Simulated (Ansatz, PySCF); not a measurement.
Dissociation curve of CuCl, singlet.

RHF/def2-SVP (PySCF); UKS-PBE = Ansatz (a program for electronic structure) with unrestricted PBE/def2-SVP; UHF/def2-SVP (PySCF); UCCSD(T) = PySCF 2.14.0 with CCSD(T) on UHF/def2-SVP, 10 core orbitals frozen.

Energies relative to the lowest point of each curve near equilibrium, in mEh:

```json
[
 {"R / Å": "1.67", "RHF": "117.4", "UKS-PBE": "84.4", "UHF": "117.4"},
 {"R / Å": "1.88", "RHF": "27.2", "UKS-PBE": "13.4", "UHF": "27.2"},
 {"R / Å": "1.93", "RHF": "17.1", "UKS-PBE": "6.8", "UHF": "17.1"},
 {"R / Å": "2.08", "RHF": "1.5", "UKS-PBE": "0.0", "UHF": "1.5"},
 {"R / Å": "2.11", "RHF": "0.4", "UKS-PBE": "0.3", "UHF": "0.4"},
 {"R / Å": "2.30", "RHF": "2.4", "UKS-PBE": "9.5", "UHF": "2.4"},
 {"R / Å": "2.41", "RHF": "8.2", "UKS-PBE": "18.0", "UHF": "8.2"},
 {"R / Å": "3.71", "RHF": "104.2", "UKS-PBE": "105.6", "UHF": "89.1"},
 {"R / Å": "4.15", "RHF": "126.3", "UKS-PBE": "116.8", "UHF": "92.6"},
 {"R / Å": "5.60", "RHF": "167.6", "UKS-PBE": "129.0", "UHF": "94.3"},
 {"R / Å": "7.23", "RHF": "188.7", "UKS-PBE": "131.5", "UHF": "94.3"},
 {"R / Å": "8.39", "RHF": "197.1", "UKS-PBE": "132.2", "UHF": "94.3"}
]
```

Question: Predict the corresponding UCCSD(T) column.

Answer: 1.67: 100.4; 1.88: 19.8; 1.93: 11.4; 2.08: 0.3; 2.11: 0.0; 2.30: 6.5; 2.41: 14.4; 3.71: 113.9; 4.15: 123.2; 5.60: 126.5; 7.23: 126.6; 8.39: 126.6 (mEh).

The restricted form behind RHF keeps the bonding electrons paired and can't separate into open-shell fragments. The unrestricted determinant behind UKS-PBE is spin-contaminated at 3.44 to 8.39 Å (<S²> up to 0.8, against 0.00 for a pure singlet). The unrestricted determinant behind UHF, UCCSD(T) is spin-contaminated at 3.44 to 8.39 Å (<S²> up to 1.0, against 0.00 for a pure singlet).
